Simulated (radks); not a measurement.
The numbers below are computed, except where a source is named.
Numerical settings for the cobalt ion Co3+, [Ar] 3d6. Level of theory: scalar-relativistic Kohn-Sham, BLYP, spin-polarised, spherical densities, point nucleus; open shells are filled with parallel spins first (a radial shooting solver on a logarithmic mesh with Libxc functionals). The defaults (mesh step 0.008 in ln r, mesh end at 40 bohr or more with all orbitals vanishing there, Anderson mixing 0.5 over 9 steps, residual threshold near 1e-9 with the energy settled to 1e-9 hartree or 1e-11 of itself, here a cap of 54 iterations) give E = -1391.3708 hartree and 3d at -42.456 eV in 15 iterations. Run on one thread of a shared host, so times are rough (Arm Neoverse V1): 0.15 s of CPU time, 0.15 s wall, 15 iterations on 2476 mesh points. Changes against that run (0 stands for a change within the tolerance of the run):

mesh step in ln r 0.003: iterations 15; converged yes; E (mhartree) 0; e(3d) (meV) 0; CPU (s) 0.39
mesh step in ln r 0.12: iterations 2; converged no; E (mhartree) diverged; CPU (s) 0.02
mesh step in ln r 0.005: iterations 15; converged yes; E (mhartree) 0; e(3d) (meV) 0; CPU (s) 0.24
mesh end (bohr) 400: iterations 15; converged yes; E (mhartree) 0; e(3d) (meV) 0; CPU (s) 0.16
mesh end (bohr) 5: iterations 15; converged yes; E (mhartree) +0.164; e(3d) (meV) +10.4; CPU (s) 0.14
residual threshold 0.001: iterations 10; converged yes; E (mhartree) 0; e(3d) (meV) -0.0399; CPU (s) 0.12
residual threshold 0.01: iterations 10; converged yes; E (mhartree) 0; e(3d) (meV) -0.0399; CPU (s) 0.12
mixing 1: iterations 11; converged yes; E (mhartree) 0; e(3d) (meV) 0; CPU (s) 0.12
linear mixing, mixing 0.5: iterations 30; converged yes; E (mhartree) 0; e(3d) (meV) 0; CPU (s) 0.27
linear mixing, mixing 0.05: iterations 54; converged no; E (mhartree) +0.658; e(3d) (meV) -1.85e+03; CPU (s) 0.53
mixing history 20: iterations 19; converged yes; E (mhartree) 0; e(3d) (meV) 0; CPU (s) 0.19
iteration cap 3: iterations 3; converged no; E (mhartree) +50.1; e(3d) (meV) -2.03e+03; CPU (s) 0.04

No run marked as converged misses the energy by more than 1 mhartree. A mesh that ends early acts as a hard wall.
